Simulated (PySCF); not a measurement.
**Molecular orbitals of MgBi⁺**

M06-L at R = 2.844 Å; Mg def2-SVPD, Bi def2-SVPD with ECP60; scalar-relativistic core potentials (PySCF 2.14). State: ³Σ⁻ (triplet), unpaired electrons π ↑↑. Only the outer orbitals are listed, counted within each symmetry, core potentials removing the inner ones.

```
spin  orbital  occ.  ε (eV)  on Mg (%)            main shells (%)
   α       7σ     1  -19.88          5                    94 Bi s
   α       8σ     1  -11.42         48           48 Bi p, 43 Mg s
   α       4π     1   -9.68          7                    93 Bi p
   α       4π     1   -9.68          7                    93 Bi p
   α       9σ     0   -8.20         74  53 Mg s, 28 Bi p, 20 Mg p
   α       5π     0   -5.66         89                    90 Mg p
   α       5π     0   -5.66         89                    90 Mg p
   β       7σ     1  -18.75          6                    94 Bi s
   β       8σ     1  -11.15         72           70 Mg s, 26 Bi p
   β       4π     0   -8.66         10            88 Bi p, 9 Mg p
   β       4π     0   -8.66         10            88 Bi p, 9 Mg p
   β       9σ     0   -8.47         57  45 Bi p, 29 Mg s, 28 Mg p
```

Q: Which are the highest filled and the lowest empty level, where do they sit, and how wide is the gap?

A: Highest filled α 4π at -9.68 eV (in %: 93 Bi p); lowest empty β 4π at -8.66 eV (in %: 88 Bi p, 9 Mg p); the gap at M06-L is 1.02 eV. Both belong to one degenerate shell, split only by its one-sided filling, so this is no excitation gap.

* bond order (Mayer): 1.20
* ⟨S²⟩: 2.056
* charge on Mg (Mulliken, basis-dependent): 0.54
* charge on Mg (Löwdin, basis-dependent): 0.53
* dipole moment (positive dipole points towards Bi; it is taken about the centre of mass and depends on that origin): -8.52 D

Spin–orbit coupling is left out, which matters for elements this heavy, above all for dissociation energies. The state is the lowest determinant that a PBE0 search found; another state may lie lower at other levels.
